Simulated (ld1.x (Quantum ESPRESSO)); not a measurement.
Te, TM semilocal: configuration errors across variants

tellurium, norm-conserving Troullier–Martins (semilocal form), made with ld1.x (Quantum ESPRESSO) 7.5 (PW91, scalar-relativistic). Core [Kr], reference 4d10 5s2 5p4. Waves: 5s (bound): rc 1.45 bohr; 5p (bound): rc 2.20 bohr; 4f channel at 0.05 Ry: rc 2.20 bohr; 4d (bound): rc 1.05 bohr. Local part: the d channel. Core correction: a·sin(br)/r model core, default radius (core density twice the valence density).

All-electron excitation energies from the reference (eV): (1) 4d10 5s2 5p3 9.785; (2) 4d10 5s2 5p2 27.784; (3) 4d10 5s2 5p1 54.777; (4) 4d10 5s1 5p5 9.281; (5) 4d9 5s2 5p5 38.255; (6) 4d10 5s2 5p3.5 3.924; (7) 4d10 5s2 5p0 91.371.

In the semilocal form every listed channel keeps its own potential, so the choice of the local channel does not act on these tests. It acts once the file is put into the separable form.

A semilocal file is local in each channel, so a ghost entry of none says nothing of the separable form that plane-wave codes build from it.

The default core radius of the base comes out at 0.58 bohr.

2 further variants failed, have other tests or another functional or relativity, and are left out.

Errors AE − PS in meV (a dash: test not solved or not reliable):

```tsv
change	(1)	(2)	(3)	(4)	(5)	(6)	(7)	bound ghosts
base	-0.6	+2.5	+9.5	-4.1	-252	-0.6	+15	none
wave 4f channel at 0.05 Ry: rc 2.20 bohr becomes 4f channel at 0.13 Ry: rc 2.20 bohr	-0.6	+2.5	+9.5	-4.1	-252	-0.6	+15	none
wave 5s (bound): rc 1.45 bohr becomes 5s (bound): rc 1.40 bohr	-0.5	+2.8	+11	-5.1	-218	-0.6	+20	none
core correction a·sin(br)/r model core inside 1.18 bohr	-0.6	+2.6	+10	-3.8	-237	-0.6	+16	none
wave 4f channel at 0.05 Ry: rc 2.20 bohr becomes 4f channel at 0.05 Ry: rc 2.34 bohr	-0.6	+2.5	+9.5	-4.1	-252	-0.6	+15	none
form changed from semilocal to separable (Kleinman–Bylander), still TM; local potential the s channel	-1.4	-1.0	+3.6	-5.6	-421	-0.7	+15	none
```

(1) Give the same row for: wave 5p (bound): rc 2.20 bohr becomes 5p (bound): rc 1.94 bohr.

## Answers

(1) -0.5, +2.8, +10, -3.9, -245, -0.6, +15; bound ghosts: none.
